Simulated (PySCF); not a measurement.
A GIAO shielding run with PySCF (density fitting, non-relativistic, gas phase) on `CC(C)c1cscn1`, C6H9NS:

```
{"job": {"kind": "nmr", "xc": "PBE0", "basis": "pcSseg-1"}, "charge": 0, "multiplicity": 1}
C     -1.625660     0.186362     1.125067
C     -0.817214     0.185344    -0.173279
C     -1.015369    -1.127880    -0.931710
C      0.636074     0.366597     0.142449
C      1.429825     1.391033    -0.274784
S      3.034864     1.206987     0.318525
C      2.507441    -0.255545     1.093859
N      1.276640    -0.550995     0.917255
H     -2.681787     0.041170     0.910741
H     -1.281851    -0.617258     1.771127
H     -1.503906     1.130998     1.650982
H     -1.140820     1.021041    -0.803158
H     -0.459831    -1.117049    -1.867029
H     -0.658792    -1.957423    -0.326664
H     -2.069123    -1.277675    -1.154409
H      1.171077     2.230526    -0.887193
H      3.191435    -0.844203     1.671588
```

Hardware: 1 thread of an Arm Neoverse N1, shared host. The job also computes population analyses, field gradients, ring-centre shieldings.

(1) How large is the calculation?

(2) How long does it take?

Answers

(1) 68 electrons, 188 basis functions and 989 auxiliary functions.

(2) 44 s of wall time, with 14 SCF cycles and 5 response iterations. Times on a shared host scatter by some tens of per cent.
